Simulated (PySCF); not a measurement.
C2H7FOSi. Atoms are numbered in the order given.

```xyz
12

Si     1.1750     0.3367     0.5136
F      2.0109     0.4070    -0.8803
O     -0.4449     0.3370     0.2183
C     -1.1909    -0.7256    -0.3626
C     -2.6575    -0.5627    -0.0142
H      1.5871    -0.9259     1.1827
H      1.4691     1.5552     1.2965
H     -0.8150    -1.7014     0.0024
H     -1.0505    -0.7130    -1.4586
H     -3.0324     0.4060    -0.3785
H     -3.2556    -1.3654    -0.4739
H     -2.8021    -0.5980     1.0767
```
Charge 0, spin multiplicity 1.

The structure is a stationary point at B3LYP-D3(BJ)/def2-SVP. Other conformers were not sampled.

These are B3LYP-D3(BJ)/def2-SVP (PySCF) values and carry that method's errors.

Frequencies are harmonic and unscaled.

Computed normal modes with their intensities:
```
mode  ν (cm⁻¹)  IR (km/mol)  moving atoms (share of kinetic energy)
----  --------  -----------  --------------------------------------
1           31          0.4          C 34 %, H 29 %, O 20 %, F 15 %
2           74          3.0          F 34 %, H 25 %, C 20 %, O 16 %
3          175          2.8         H 41 %, O 33 %, C 15 %, Si 10 %
4          269          1.1                          H 71 %, C 12 %
5          292         11.1          H 27 %, F 24 %, C 22 %, O 20 %
6          411         11.3         C 25 %, Si 25 %, O 24 %, H 21 %
7          696         82.9                         H 66 %, Si 22 %
8          755         33.5         H 59 %, O 14 %, C 12 %, Si 10 %
9          772         12.2                          H 66 %, O 18 %
10         815          0.5                                  H 90 %
11         869         30.8                 F 50 %, H 26 %, Si 21 %
12         950        161.3                           H 85 %, C 8 %
13         974        127.7                 H 73 %, Si 11 %, C 10 %
14         996        249.2         H 38 %, Si 24 %, C 20 %, O 13 %
15        1114         24.2                          C 52 %, H 43 %
16        1154        253.4                  O 41 %, C 36 %, H 20 %
17        1177         66.7                  H 50 %, C 36 %, O 13 %
18        1307          2.2                                  H 92 %
19        1383          1.7                          H 80 %, C 19 %
20        1423         37.7                          H 72 %, C 27 %
21        1454          5.9                                  H 97 %
22        1475          1.3                                  H 95 %
23        1500          2.3                                  H 92 %
24        2245        118.9                                  H 97 %
25        2298        120.0                                  H 97 %
26        2991         43.8                                  H 94 %
27        3037         13.5                                  H 97 %
28        3045         32.7                          H 90 %, C 10 %
29        3125         21.5                           H 91 %, C 9 %
30        3129         21.2                          H 90 %, C 10 %
```
